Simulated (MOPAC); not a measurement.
Job for MOPAC: PM7 on H4OSi (SMILES O[SiH3]).

```
PM7 1SCF PRECISE CHARGE=0 THREADS=1
H4OSi

O      0.81136128 1    -0.82511602 1     3.41745920 1
Si    -0.19718968 1     0.16688565 1     4.27961510 1
H      1.75477626 1    -0.77661988 1     3.58886263 1
H     -0.06098920 1    -0.07536392 1     5.73777338 1
H     -1.56358698 1    -0.16711653 1     3.83713778 1
H      0.09052360 1     1.59791162 1     4.01990515 1
```

The log:

```
*******************************************************************************
 **                                                                           **
 **                              MOPAC v23.2.5                                **
 **                                                                           **
 *******************************************************************************
 ** MOPAC's Digital Object Identifier: https://doi.org/10.5281/zenodo.6511958 **
 **                                                                           **
 ** Please cite the open-source release paper for use of this MOPAC version:  **
 ** J. E. Moussa and J. J. P. Stewart (2026)                                  **
 ** MOPAC: An open-source semiempirical molecular orbital program             **
 ** J. Open Source Softw., 11(119), 8025, https://doi.org/10.21105/joss.08025 **
 *******************************************************************************

                              PM7 CALCULATION RESULTS

 *******************************************************************************
 *  PM7        - The PM7 Hamiltonian to be used
 *
 *
 *
 *                 CHARGE ON SYSTEM = 0
 *
 *
 *
 *  PRECISE    - TIGHTER CRITERIA TO BE USED
 *  1SCF       - DO 1 SCF AND THEN STOP
 *  THREADS=1  - MULTI-THREADING NOT USED
 *  T=         - A TIME OF 172800.0 SECONDS REQUESTED
 *  DUMP=N     - RESTART FILE WRITTEN EVERY 7200.0 SECONDS REQUESTED
 *******************************************************************************
PM7 1SCF PRECISE CHARGE=0 THREADS=1
 H4OSi

   ATOM   CHEMICAL          X               Y               Z
  NUMBER   SYMBOL      (ANGSTROMS)     (ANGSTROMS)     (ANGSTROMS)

     1       O          0.81136128  *  -0.82511602  *   3.41745920  *
     2      Si         -0.19718968  *   0.16688565  *   4.27961510  *
     3       H          1.75477626  *  -0.77661988  *   3.58886263  *
     4       H         -0.06098920  *  -0.07536392  *   5.73777338  *
     5       H         -1.56358698  *  -0.16711653  *   3.83713778  *
     6       H          0.09052360  *   1.59791162  *   4.01990515  *



          CARTESIAN COORDINATES

    NO.       ATOM           X           Y           Z

     1         O          0.8114     -0.8251      3.4175
     2        Si         -0.1972      0.1669      4.2796
     3         H          1.7548     -0.7766      3.5889
     4         H         -0.0610     -0.0754      5.7378
     5         H         -1.5636     -0.1671      3.8371
     6         H          0.0905      1.5979      4.0199

 General Reference for PM7:
 "Optimization of Parameters for Semiempirical Methods VI: More Modifications to the
 NDDO Approximations and Re-optimization of Parameters", J. J. P. Stewart, J. Mol. Mod., 1:32, 19 (2013)
 https://link.springer.com/article/10.1007/s00894-012-1667-x

           Empirical Formula: H4 O Si  =     6 atoms



      MOLECULAR POINT GROUP   :   Cs


      RHF CALCULATION, NO. OF DOUBLY OCCUPIED LEVELS = 7


 -------------------------------------------------------------------------------
 PM7 1SCF PRECISE CHARGE=0 THREADS=1
 H4OSi



     1SCF WAS SPECIFIED, SO BFGS WAS NOT USED
     SCF FIELD WAS ACHIEVED


                              PM7 CALCULATION
                                                       MOPAC v23.2.5 Linux




          FINAL HEAT OF FORMATION =        -69.57748 KCAL/MOL =    -291.11219 KJ/MOL


          COSMO AREA              =         87.20 SQUARE ANGSTROMS
          COSMO VOLUME            =         73.25 CUBIC ANGSTROMS

          IONIZATION POTENTIAL    =         11.665306 EV
          HOMO LUMO ENERGIES (EV) =        -11.665  1.073
          NO. OF FILLED LEVELS    =          7
          MOLECULAR WEIGHT        =         48.1165         POINT GROUP:  Cs

          MOLECULAR DIMENSIONS (Angstroms)

            Atom       Atom       Distance
            H     5    H     3     3.38300
            H     4    H     6     2.40274
            O     1    H     4     1.97674


          SCF CALCULATIONS        =          1





   ATOM   CHEMICAL          X               Y               Z
  NUMBER   SYMBOL      (ANGSTROMS)     (ANGSTROMS)     (ANGSTROMS)

     1       O          0.81136128  *  -0.82511602  *   3.41745920  *
     2      Si         -0.19718968  *   0.16688565  *   4.27961510  *
     3       H          1.75477626  *  -0.77661988  *   3.58886263  *
     4       H         -0.06098920  *  -0.07536392  *   5.73777338  *
     5       H         -1.56358698  *  -0.16711653  *   3.83713778  *
     6       H          0.09052360  *   1.59791162  *   4.01990515  *

                             CARTESIAN COORDINATES

   1    O        0.811361280    -0.825116020     3.417459200
   2   Si       -0.197189680     0.166885650     4.279615100
   3    H        1.754776260    -0.776619880     3.588862630
   4    H       -0.060989200    -0.075363920     5.737773380
   5    H       -1.563586980    -0.167116530     3.837137780
   6    H        0.090523600     1.597911620     4.019905150


           Empirical Formula: H4 O Si  =     6 atoms



      MOLECULAR POINT GROUP   :   Cs


                  EIGENVALUES
 -29.40921 -18.33163 -16.79008 -13.75877 -13.54966 -12.20819 -11.66531   1.07297
   2.43012   2.45044   5.31874   7.80623  21.62620  21.91665  22.52486  22.85108
  23.76376


              NET ATOMIC CHARGES AND DIPOLE CONTRIBUTIONS

  ATOM NO.   TYPE          CHARGE      No. of ELECS.   s-Pop       p-Pop       d-Pop
    1          O          -0.702717        6.7027     1.74341     4.95931
    2         Si           0.201827        3.7982     0.91371     2.68945     0.19501
    3          H           0.366677        0.6333     0.63332
    4          H           0.037016        0.9630     0.96298
    5          H           0.060174        0.9398     0.93983
    6          H           0.037023        0.9630     0.96298
 DIPOLE           X         Y         Z       TOTAL
 POINT-CHG.    -0.286     1.801     1.779     2.548
 HYBRID         0.877    -0.628    -0.538     1.206
 SUM            0.591     1.174     1.240     1.807


          ATOMIC ORBITAL ELECTRON POPULATIONS

     Atom    s        px        py        pz      x^2-y^2     xz        z^2       yz        xy
    1  O   1.74341   1.39240   1.78001   1.78691
    2 Si   0.91371   0.87436   0.88801   0.92709   0.05455   0.02827   0.05572   0.02559   0.03089
    3  H   0.63332
    4  H   0.96298
    5  H   0.93983
    6  H   0.96298

 **********************
 *                    *
 * JOB ENDED NORMALLY *
 *                    *
 **********************




 == MOPAC DONE ==
```

The run finished.

Cost: very roughly 0.020 core-seconds.
